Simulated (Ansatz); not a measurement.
Reaction (isomerisation): `BN[SiH2]C=C` → `C=NB(C)[SiH3]`

Gas-phase electronic energies from Ansatz, PBE0-D4/def2-TZVP geometries. CCSD(T)/CBS is the MP2 limit (def2-TZVPP, def2-QZVPP) plus CCSD(T) − MP2 in def2-TZVPP, frozen cores. DFT in def2-TZVPP. B3LYP here is the variant with VWN-RPA as its local correlation; programs differ in this. One conformer a species, not always the lowest.

Is it downhill or uphill in electronic energy at CCSD(T)/CBS, and by how much? (An estimate is asked.)

The calculation gave: Uphill: ΔE = +97.6 kJ/mol.

What do these levels give: PBE-D4, r2SCAN-D4, PBE0-D4, B3LYP-D4, ωB97X-V, PBE, r2SCAN, PBE0, HF/def2-QZVPP, MP2/def2-QZVPP, SCS-MP2/def2-QZVPP, MP2/CBS(def2)? (Estimate.)

The calculation gave: PBE-D4 52.3, r2SCAN-D4 70.4, PBE0-D4 69.8, B3LYP-D4 78.8, ωB97X-V 87.6, PBE 51.7, r2SCAN 70.5, PBE0 69.5, HF/def2-QZVPP 120.8, MP2/def2-QZVPP 104.7, SCS-MP2/def2-QZVPP 106.4, MP2/CBS(def2) 106.1 kJ/mol.

Largest T1 diagnostic among the species: 0.015.

In def2-TZVPP, CCSD(T) changes the Hartree–Fock value by −26.1 kJ/mol (the triples alone add −4.5 kJ/mol) and MP2 by −17.7 kJ/mol. From PBE to PBE0 (25 % exact exchange), in def2-TZVPP and without D4, ΔE moves by +17.7 kJ/mol.
